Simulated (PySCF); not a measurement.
H3N, charge +1, multiplicity 2. Atoms are numbered in the order given.

```xyz
4

N      0.0000     0.0000     0.0000
H      1.0241     0.0000     0.0000
H     -0.5121     0.8869     0.0000
H     -0.5121    -0.8869     0.0000
```
Charge +1, spin multiplicity 2.

Coordinates come from a PBE0-D3(BJ)/def2-TZVPD optimisation.

Level of theory: PySCF with ωB97X/def2-TZVPD.

The molecule is in vacuum.

```json
{
 "total_energy": "-56.19357 hartree",
 "point_group": "D3h",
 "α spin, highest occupied and lowest empty level": "-22.31 and -4.15 eV",
 "β spin, highest occupied and lowest empty level": "-26.30 and -10.37 eV",
 "dipole_moment_about_the_centre_of_nuclear_charge": "0.00 D",
 "mean_static_polarisability": "7.5 bohr³ (1.10 Å³)",
 "polarisability_principal_values": "6.0, 8.2, 8.2 bohr³",
 "⟨S²⟩": "0.754 (pure state 0.75)"
}
```
